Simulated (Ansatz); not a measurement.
Born–Oppenheimer molecular dynamics of Cl₃H₃HfOSi (9 atoms, charge 0, multiplicity 1). It goes on from the last frame of an earlier run, with new velocities.

The calculation used RKS PBE/def2-SVP (Ansatz 0.2.0).

```
ensemble        : NVT, Langevin thermostat
time step       : 0.5 fs
steps asked     : 150
set temperature : 200 K
friction        : 0.05 /fs
masses          : H 2.014 u
seed            : 360667
```

First frame:

```xyz
9
Properties=species:S:1:pos:R:3
Hf -0.154 -0.107 0.104
Cl -0.363 0.183 2.354
O 1.542 -0.804 -0.355
Si 3.045 -1.465 -0.799
H 3.005 -2.930 -0.676
H 3.351 -1.054 -2.209
H 4.123 -0.977 0.113
Cl -0.502 1.956 -1.114
Cl -1.934 -1.467 -0.635
```

**Question.** How far do the bonds stretch over the last three quarters of this one trajectory? (Pairs bonded in most of those frames.)

**Answer.** 
| bond | mean (Å) | spread (Å) | shortest | longest |
| --- | --- | --- | --- | --- |
| Hf1–Cl2 | 2.364 | 0.019 | 2.31 | 2.38 |
| Hf1–O3 | 1.930 | 0.016 | 1.91 | 1.96 |
| Hf1–Cl8 | 2.352 | 0.033 | 2.30 | 2.39 |
| Hf1–Cl9 | 2.350 | 0.034 | 2.31 | 2.41 |
| O3–Si4 | 1.696 | 0.017 | 1.67 | 1.73 |
| Si4–H5 | 1.513 | 0.050 | 1.43 | 1.59 |
| Si4–H6 | 1.504 | 0.042 | 1.45 | 1.58 |
| Si4–H7 | 1.501 | 0.027 | 1.47 | 1.55 |

Mean temperature of the second half: 191 K. A run of 0.075 ps of so small a system gives no equilibrium averages.

Time of the run: 5.6 min on 2 threads of Intel(R) Xeon(R) 6975P-C (Granite Rapids), with other jobs on the host, peak memory 0.21 GiB.
